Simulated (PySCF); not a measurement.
AsH₄Si, SMILES [SiH3][AsH], multiplicity 2.

The structure is a stationary point at PBE-D3(BJ)/def2-TZVP. The isomer is the one that the SMILES or the coordinates give; other isomers of the formula were not compared.

Method: PBE-D3(BJ)/def2-TZVP in PySCF.

Frequencies are harmonic and unscaled.

```csv
mode,ν (cm⁻¹),IR (km/mol),moving atoms (share of kinetic energy)
1,159,0.4,H 99 %
2,346,0.2,"Si 64 %, As 29 %"
3,427,10.2,H 97 %
4,447,11.4,H 92 %
5,681,21.8,H 91 %
6,844,240.5,"H 92 %, Si 8 %"
7,901,35.6,H 97 %
8,905,35.4,H 97 %
9,2100,60.7,H 99 %
10,2140,54.1,H 99 %
11,2150,77.1,H 96 %
12,2170,94.0,H 96 %
```
